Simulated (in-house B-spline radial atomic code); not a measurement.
Radial electron density of Te VI (Te5+), [Kr] 4d10 5s1. Level of theory: scalar-relativistic (X2C) SCAN, spin-polarised, spherical fractional occupations, Fermi nucleus of rms radius 4.7423 fm; calculated with a radial B-spline atomic code at the basis-set limit.

One-electron X2C: radii and densities carry no picture-change correction, so inner-shell <1/r> comes out high (for 1s by about 2 % at Z = 33, 5 % at 54, 10 % at 75, 30 % at 118) and <r> low.

Columns: r (bohr), 4πr²n(r) (electrons per bohr), bar.

```
0.000879    2.166 #
 0.00108        3 ##
 0.00133    4.153 ##
 0.00163    5.678 ###
 0.00201    7.785 ####
 0.00247    10.53 #####
 0.00303    14.08 #######
 0.00373    18.67 #########
 0.00459    24.38 ############
 0.00564    31.17 ################
 0.00693    38.95 ####################
 0.00852    47.32 ########################
  0.0105    55.62 ############################
  0.0129    62.54 ################################
  0.0158    66.95 ##################################
  0.0195       68 ###################################
  0.0239    65.58 #################################
  0.0294     61.2 ###############################
  0.0362    58.13 #############################
  0.0445    60.05 ##############################
  0.0547    68.32 ###################################
  0.0672     79.7 ########################################
  0.0827    86.72 ############################################
   0.102    82.86 ##########################################
   0.125    70.79 ####################################
   0.154    61.41 ###############################
   0.189     63.7 ################################
   0.232    71.49 ####################################
   0.285     68.8 ###################################
   0.351     49.9 #########################
   0.431    29.66 ###############
    0.53    22.61 ###########
   0.652    25.71 #############
   0.802     25.9 #############
   0.986    18.94 ##########
    1.21    10.37 #####
    1.49    4.583 ##
    1.83    1.839 #
    2.25   0.6588 
    2.77   0.1789 
     3.4  0.03103 
    4.18 0.002797 
    5.15 0.000106 
    6.33 1.743e-06
```

On this grid the curve has 4 maxima, near 0.0195, 0.0827, 0.232, 0.802 bohr.

The 4d up radial function P(r) = rR(r), positive near the nucleus:

```
r (bohr)          P
 0.00852   0.001145
  0.0129   0.003524
  0.0195    0.01049
  0.0294     0.0296
  0.0445    0.07837
  0.0672     0.1845
   0.102     0.3694
   0.154     0.5663
   0.232     0.5518
   0.351    0.06926
    0.53    -0.7181
   0.802     -1.123
    1.21    -0.8199
    1.83     -0.314
    2.77   -0.05071
    4.18  -0.002286
```
